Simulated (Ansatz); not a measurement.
Ansatz (an electronic-structure program) input (HF/3-21G): The .json file is the Basis Set Exchange's 3-21G.

Ansatz 0.2 input:
```yaml
crystal:
  periodic: [false, false, false]
  atoms:
    - {symbol: B, position_ang: [0.76407432, 0.21115784, 0.04279453]}
    - {symbol: N, position_ang: [-0.51306704, -0.14179004, -0.02873603]}
    - {symbol: H, position_ang: [1.88082504, 0.51978053, 0.10534189]}
    - {symbol: H, position_ang: [-1.28417527, 0.51532363, 0.05401314]}
    - {symbol: H, position_ang: [-0.82555204, -1.09836307, -0.17217547]}
basis:
  gaussian:
    orbitals: 3-21G.json
hamiltonian:
  xc: {name: HF}
total_charge: 1
phonons: {temperatures: {t_min: 298.15, t_max: 298.15, t_step: 100}}
```

Output:

```
Functional definition: HF
integrals: 0.00 GiB planned
341 factors; integrals over basis functions are off by at most 5.4e-4 eV
mean field: 0.04 GiB planned
mean field evaluation 1: about -2177.3866 eV, gradient 4.7e1 eV
mean field evaluation 2: about -2177.3838 eV, gradient 4.7e1 eV
mean field evaluation 4: about -2181.6072 eV, gradient 1.8e0 eV
mean field evaluation 8: about -2181.6236 eV, gradient 2.9e-2 eV
mean field -2181.62365046 eV, -80.1731903966 hartree, gradient 2.2e-5 eV, S^2 0.000000; 0 other end points of the search recorded, 0 dependent functions left out
the calculation of the forces begins
reference -2181.62365046 eV, -80.1731903966 hartree; 7, 7 occupied and 17, 17 virtual orbitals, 341 factors
these checks for a lower state are left out or cut short: stability, starts, cluster_reference, orbital_swaps, neighbouring_geometries, increment
integrals: 0.00 GiB planned
341 factors; integrals over basis functions are off by at most 5.4e-4 eV
mean field: 0.04 GiB planned
mean field evaluation 16: about -2181.6235 eV, gradient 3.1e-5 eV
mean field -2181.62353057 eV, -80.1731859908 hartree, gradient 8.5e-7 eV, S^2 0.000000; 0 other end points of the search recorded, 0 dependent functions left out
the calculation of the forces begins
reference -2181.62353057 eV, -80.1731859908 hartree; 7, 7 occupied and 17, 17 virtual orbitals, 341 factors
these checks for a lower state are left out or cut short: stability, starts, cluster_reference, orbital_swaps, neighbouring_geometries, increment
integrals: 0.00 GiB planned
341 factors; integrals over basis functions are off by at most 5.4e-4 eV
mean field: 0.04 GiB planned
mean field -2181.62353041 eV, -80.1731859850 hartree, gradient 8.6e-7 eV, S^2 0.000000; 0 other end points of the search recorded, 0 dependent functions left out
the calculation of the forces begins
reference -2181.62353041 eV, -80.1731859850 hartree; 7, 7 occupied and 17, 17 virtual orbitals, 341 factors
these checks for a lower state are left out or cut short: stability, starts, cluster_reference, orbital_swaps, neighbouring_geometries, increment
integrals: 0.00 GiB planned
341 factors; integrals over basis functions are off by at most 5.4e-4 eV
mean field: 0.04 GiB planned
mean field evaluation 32: about -2181.6235 eV, gradient 8.7e-7 eV
mean field -2181.62346839 eV, -80.1731837059 hartree, gradient 8.7e-7 eV, S^2 0.000000; 0 other end points of the search recorded, 0 dependent functions left out
the calculation of the forces begins
reference -2181.62346839 eV, -80.1731837059 hartree; 7, 7 occupied and 17, 17 virtual orbitals, 341 factors
these checks for a lower state are left out or cut short: stability, starts, cluster_reference, orbital_swaps, neighbouring_geometries, increment
integrals: 0.00 GiB planned
341 factors; integrals over basis functions are off by at most 5.4e-4 eV
mean field: 0.04 GiB planned
mean field -2181.62346976 eV, -80.1731837563 hartree, gradient 8.5e-7 eV, S^2 0.000000; 0 other end points of the search recorded, 0 dependent functions left out
the calculation of the forces begins
reference -2181.62346976 eV, -80.1731837563 hartree; 7, 7 occupied and 17, 17 virtual orbitals, 341 factors
these checks for a lower state are left out or cut short: stability, starts, cluster_reference, orbital_swaps, neighbouring_geometries, increment
integrals: 0.00 GiB planned
341 factors; integrals over basis functions are off by at most 5.4e-4 eV
mean field: 0.04 GiB planned
mean field -2181.62361465 eV, -80.1731890808 hartree, gradient 1.8e-6 eV, S^2 0.000000; 0 other end points of the search recorded, 0 dependent functions left out
the calculation of the forces begins
reference -2181.62361465 eV, -80.1731890808 hartree; 7, 7 occupied and 17, 17 virtual orbitals, 341 factors
these checks for a lower state are left out or cut short: stability, starts, cluster_reference, orbital_swaps, neighbouring_geometries, increment
integrals: 0.00 GiB planned
341 factors; integrals over basis functions are off by at most 5.4e-4 eV
mean field: 0.04 GiB planned
mean field -2181.62361428 eV, -80.1731890670 hartree, gradient 8.5e-7 eV, S^2 0.000000; 0 other end points of the search recorded, 0 dependent functions left out
the calculation of the forces begins
reference -2181.62361428 eV, -80.1731890670 hartree; 7, 7 occupied and 17, 17 virtual orbitals, 341 factors
these checks for a lower state are left out or cut short: stability, starts, cluster_reference, orbital_swaps, neighbouring_geometries, increment
integrals: 0.00 GiB planned
341 factors; integrals over basis functions are off by at most 5.4e-4 eV
mean field: 0.04 GiB planned
mean field -2181.62358077 eV, -80.1731878357 hartree, gradient 8.6e-7 eV, S^2 0.000000; 0 other end points of the search recorded, 0 dependent functions left out
the calculation of the forces begins
reference -2181.62358077 eV, -80.1731878357 hartree; 7, 7 occupied and 17, 17 virtual orbitals, 341 factors
these checks for a lower state are left out or cut short: stability, starts, cluster_reference, orbital_swaps, neighbouring_geometries, increment
integrals: 0.00 GiB planned
341 factors; integrals over basis functions are off by at most 5.4e-4 eV
mean field: 0.04 GiB planned
mean field evaluation 64: about -2181.6236 eV, gradient 2.8e-6 eV
mean field -2181.62357953 eV, -80.1731877902 hartree, gradient 8.6e-7 eV, S^2 0.000000; 0 other end points of the search recorded, 0 dependent functions left out
the calculation of the forces begins
reference -2181.62357953 eV, -80.1731877902 hartree; 7, 7 occupied and 17, 17 virtual orbitals, 341 factors
these checks for a lower state are left out or cut short: stability, starts, cluster_reference, orbital_swaps, neighbouring_geometries, increment
integrals: 0.00 GiB planned
341 factors; integrals over basis functions are off by at most 5.4e-4 eV
mean field: 0.04 GiB planned
mean field -2181.62360362 eV, -80.1731886756 hartree, gradient 8.6e-7 eV, S^2 0.000000; 0 other end points of the search recorded, 0 dependent functions left out
the calculation of the forces begins
reference -2181.62360362 eV, -80.1731886756 hartree; 7, 7 occupied and 17, 17 virtual orbitals, 341 factors
these checks for a lower state are left out or cut short: stability, starts, cluster_reference, orbital_swaps, neighbouring_geometries, increment
integrals: 0.00 GiB planned
341 factors; integrals over basis functions are off by at most 5.4e-4 eV
mean field: 0.04 GiB planned
mean field -2181.62360282 eV, -80.1731886459 hartree, gradient 1.8e-6 eV, S^2 0.000000; 0 other end points of the search recorded, 0 dependent functions left out
the calculation of the forces begins
reference -2181.62360282 eV, -80.1731886459 hartree; 7, 7 occupied and 17, 17 virtual orbitals, 341 factors
Total energy: -2181.62365046 eV, -80.1731903966 hartree
Atom 0 at     0.764074     0.211158     0.042795 Å, force     0.000025     0.000007     0.000001 eV/Å
Atom 1 at    -0.513067    -0.141790    -0.028736 Å, force    -0.000676    -0.000187    -0.000038 eV/Å
Atom 2 at     1.880825     0.519781     0.105342 Å, force     0.000118     0.000033     0.000007 eV/Å
Atom 3 at    -1.284175     0.515324     0.054013 Å, force     0.000231     0.000196     0.000032 eV/Å
Atom 4 at    -0.825552    -1.098363    -0.172175 Å, force     0.000301    -0.000049    -0.000002 eV/Å
Dipole moment:     0.141215     0.039026     0.007909 e Å
Vibrations: 710.75 833.29 977.11 1091.66 1548.48 1758.05 3046.09 3568.50 3633.38 cm⁻¹, zero-point energy 1.064238 eV
```

The blocks after the first are displaced geometries, from whose forces the wavenumbers follow.

The dipole moment of an ion depends on the origin.
